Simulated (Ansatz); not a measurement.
GaH8NSi2, SMILES `[SiH3][N]([SiH3])[GaH2]`. Charge 0, multiplicity 1. Geometry: relaxed with PBE0-D4/def2-TZVP.

```xyz
12

Si    0.404    1.119    1.170
N    -0.112    0.030   -0.079
Si    0.772   -1.441   -0.333
Ga   -1.587    0.435   -1.129
H    -0.523    2.278    1.225
H     0.414    0.439    2.495
H     1.785    1.613    0.911
H     0.166   -2.189   -1.464
H     2.200   -1.155   -0.648
H     0.746   -2.296    0.886
H    -2.305    1.782   -0.813
H    -1.959   -0.614   -2.221
```

Question: What is the dipole moment at PBE/def2-TZVPP? (Best estimate.)

Answer: Computed: 0.75 D, with components (-0.60, 0.16, -0.42) D in this frame, pointing from negative to positive charge.

Question: And with r2SCAN, B3LYP, ωB97M-V? (Estimate.)

Answer: Computed: r2SCAN 0.81 D, B3LYP 0.82 D, ωB97M-V 0.93 D.

Question: Give the Mulliken charges with PBE, ωB97M-V, r2SCAN in def2-TZVPP. (An estimate is asked.)

Answer: Computed: 
```tsv
atom	PBE	ωB97M-V	r2SCAN
Si1	0.22	0.20	0.33
N2	-0.22	-0.39	-0.39
Si3	0.22	0.20	0.33
Ga4	0.15	0.18	0.25
H5	-0.05	-0.02	-0.06
H6	-0.06	-0.03	-0.08
H7	-0.06	-0.03	-0.08
H8	-0.05	-0.02	-0.06
H9	-0.06	-0.03	-0.08
H10	-0.06	-0.03	-0.08
H11	-0.02	0.00	-0.04
H12	-0.02	0.00	-0.04
```

B3LYP here is the variant with VWN-RPA as its local correlation; programs differ in this.
